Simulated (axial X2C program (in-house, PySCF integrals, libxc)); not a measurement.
**Spin–orbit effects along a row: molecules with Ti (ions), PBE0**

Computed with an in-house relativistic program for diatomic molecules, spin-free (one-electron X2C) or two-component (2c: spin–orbit coupling with atomic mean-field Coulomb and Gaunt terms, which also bring small scalar terms), in Dyall basis sets with cores contracted in-house; open shells are unrestricted.

Basis sets: Cl dyall-av3z, Na dyall-cv3z, P dyall-v3z, S dyall-av3z, Si dyall-v3z, Ti dyall-cv3z.

| molecule | spin-free state | Re (Å) | ωe (cm⁻¹) | De (eV) | 2c state | Re 2c (Å) | ωe 2c (cm⁻¹) | De 2c (eV) |
| --- | --- | --- | --- | --- | --- | --- | --- | --- |
| NaTi⁺ | M_S = 1, Λ = 0 | 3.292 | 138.9 | 0.84 | Ω = 1 | 3.293 | 139.0 | n/a |
| TiSi⁺ | M_S = 5/2, Λ = 2 | 2.418 | 362.3 | 2.30 | Ω = 1/2 | 2.418 | 362.2 | n/a |
| TiP⁺ | M_S = 0, Λ = 0 | 2.025 | 612.1 | 2.24 | Ω = 0 | 2.026 | 611.8 | n/a |
| TiS⁺ | M_S = 1/2, Λ = 2 | 2.023 | 623.1 | 4.18 | Ω = 3/2 | 2.023 | 623.2 | n/a |
| TiCl⁺ | M_S = 1, Λ = 2 | 2.136 | 485.7 | 4.13 | Ω = 1 | 2.136 | 485.5 | n/a |

Q: Work out the shifts from the spin-free to the two-component result.

A: 

```
molecule  2c state  ΔRe (Å)  Δωe (cm⁻¹)  ΔDe (eV)
   NaTi⁺     Ω = 1    0.001         0.1       n/a
   TiSi⁺   Ω = 1/2    0.000        -0.1       n/a
    TiP⁺     Ω = 0    0.001        -0.3       n/a
    TiS⁺   Ω = 3/2    0.000         0.1       n/a
   TiCl⁺     Ω = 1    0.000        -0.2       n/a
```

Shifts of one unit in the last digit are rounding.

Fragments in 2c: Ti + Na+, Ti+ + Si, Ti+ + P, Ti+ + S, Ti+ + Cl. Each entry is the lowest single determinant of a limited PBE0 search at one distance. De goes to single-determinant-based atoms at the same level (for ions the charge split of lowest energy) and is withheld (n/a) where an atom does not fit its ground term or J level. Main or longest-lived isotopes. One determinant is a doubtful description, or other states lie close, for NaTi⁺, TiSi⁺, TiS⁺, TiCl⁺; these need not be ground states, and all values refer to the states named. Some open-shell Ω = 0 determinants are out of reach, so the Ω given for NaTi⁺ need not be the lowest component. With several unpaired electrons the Ω given is that of one determinant, not necessarily of the lowest component. The functionals have no current term, which raises determinants with orbital currents.
